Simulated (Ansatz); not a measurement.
C$_{6}$H$_{18}$N$_{3}$OTa (`C[N](C)[Ta](=[O])([N](C)C)[N](C)C`), 29 atoms. Total charge 0; spin multiplicity 1. Correlated methods include outer-core shells of Ta, which these sets cover unevenly. Ta takes the def2 core potential. Hardware: A = 10 threads of an AMD EPYC 7R13 on a shared host and a whole NVIDIA H100 80 GB; B = 10 threads of an AMD EPYC 7R13 on a shared host. Correlated methods freeze the cores.

(1) How many basis functions does each run have, and how long does it take in Ansatz? RKS PBE0-D4/def2-TZVP relaxation (6 steps) [A]; RKS B97M-V/def2-TZVPP energy [A]; RHF-MP2/def2-QZVPP energy [A]; RHF-CCSD(T)/def2-SVP energy [A]; RKS B2PLYP (frozen core)/def2-TZVPP energy [A]; RKS ωB97M-V/def2-SVP energy [B]; RHF-CCSD(T)/def2-TZVPP energy [A]; RKS PBE-QIDH (frozen core)/def2-TZVPP energy [A]; RKS PBE0-D4/def2-QZVPP energy [A]; RKS BLYP-D4/def2-TZVPP energy [A]; RKS ωB97M-V/def2-QZVPP energy [A]; RKS PBE0-D4/def2-SVP energy [B]. (Best estimate.)

Results:

(1) The calculation gave: Other jobs shared the machine, so times are rough.

```json
{"level": "RKS BLYP-D4/def2-TZVPP", "job": "energy [A]", "functions": "618", "wall time": "2.3 s", "peak host memory (GiB)": "1.2"}
{"level": "RKS B97M-V/def2-TZVPP", "job": "energy [A]", "functions": "618", "wall time": "3.4 s", "peak host memory (GiB)": "1.4"}
{"level": "RKS PBE0-D4/def2-SVP", "job": "energy [B]", "functions": "262", "wall time": "3.5 s", "peak host memory (GiB)": "1.8"}
{"level": "RKS B2PLYP (frozen core)/def2-TZVPP", "job": "energy [A]", "functions": "618", "wall time": "3.9 s", "peak host memory (GiB)": "3.9"}
{"level": "RKS PBE-QIDH (frozen core)/def2-TZVPP", "job": "energy [A]", "functions": "618", "wall time": "3.9 s", "peak host memory (GiB)": "3.9"}
{"level": "RKS PBE0-D4/def2-QZVPP", "job": "energy [A]", "functions": "1191", "wall time": "4.5 s", "peak host memory (GiB)": "1.9"}
{"level": "RKS ωB97M-V/def2-QZVPP", "job": "energy [A]", "functions": "1191", "wall time": "6.5 s", "peak host memory (GiB)": "2"}
{"level": "RHF-CCSD(T)/def2-SVP", "job": "energy [A]", "functions": "262", "wall time": "6.5 s", "peak host memory (GiB)": "1.8"}
{"level": "RHF-MP2/def2-QZVPP", "job": "energy [A]", "functions": "1191", "wall time": "7 s", "peak host memory (GiB)": "2.1"}
{"level": "RKS ωB97M-V/def2-SVP", "job": "energy [B]", "functions": "262", "wall time": "9 s", "peak host memory (GiB)": "2"}
{"level": "RKS PBE0-D4/def2-TZVP", "job": "relaxation (6 steps) [A]", "functions": "458", "wall time": "12 s", "peak host memory (GiB)": "1.2"}
{"level": "RHF-CCSD(T)/def2-TZVPP", "job": "energy [A]", "functions": "618", "wall time": "110 s", "peak host memory (GiB)": "3.7"}
```
